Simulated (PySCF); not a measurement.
C₂F₃O, SMILES O=[C]C(F)(F)F, multiplicity 2.

Geometry: PBE-D3(BJ)/def2-SVP. The isomer is the one that the SMILES or the coordinates give; other isomers of the formula were not compared.

The numbers are results of PBE-D3(BJ)/def2-SVP (PySCF), not measurements.

Frequencies are harmonic and unscaled.

Computed vibrational spectrum:
```json
[
 {"mode": "1", "ν (cm⁻¹)": "46", "IR (km/mol)": "0.6", "moving atoms (share of kinetic energy)": "O 41 %, F 37 %, C 22 %"},
 {"mode": "2", "ν (cm⁻¹)": "223", "IR (km/mol)": "1.7", "moving atoms (share of kinetic energy)": "F 58 %, O 38 %"},
 {"mode": "3", "ν (cm⁻¹)": "386", "IR (km/mol)": "1.0", "moving atoms (share of kinetic energy)": "C 50 %, F 49 %"},
 {"mode": "4", "ν (cm⁻¹)": "404", "IR (km/mol)": "0.8", "moving atoms (share of kinetic energy)": "F 52 %, O 33 %, C 15 %"},
 {"mode": "5", "ν (cm⁻¹)": "523", "IR (km/mol)": "4.4", "moving atoms (share of kinetic energy)": "F 71 %, C 24 %"},
 {"mode": "6", "ν (cm⁻¹)": "528", "IR (km/mol)": "5.2", "moving atoms (share of kinetic energy)": "F 85 %, C 15 %"},
 {"mode": "7", "ν (cm⁻¹)": "650", "IR (km/mol)": "16.2", "moving atoms (share of kinetic energy)": "C 49 %, F 44 %"},
 {"mode": "8", "ν (cm⁻¹)": "777", "IR (km/mol)": "1.1", "moving atoms (share of kinetic energy)": "F 66 %, C 33 %"},
 {"mode": "9", "ν (cm⁻¹)": "1134", "IR (km/mol)": "211.4", "moving atoms (share of kinetic energy)": "C 76 %, F 24 %"},
 {"mode": "10", "ν (cm⁻¹)": "1183", "IR (km/mol)": "307.5", "moving atoms (share of kinetic energy)": "C 73 %, F 27 %"},
 {"mode": "11", "ν (cm⁻¹)": "1199", "IR (km/mol)": "292.9", "moving atoms (share of kinetic energy)": "C 78 %, F 22 %"},
 {"mode": "12", "ν (cm⁻¹)": "1929", "IR (km/mol)": "57.2", "moving atoms (share of kinetic energy)": "C 59 %, O 41 %"}
]
```
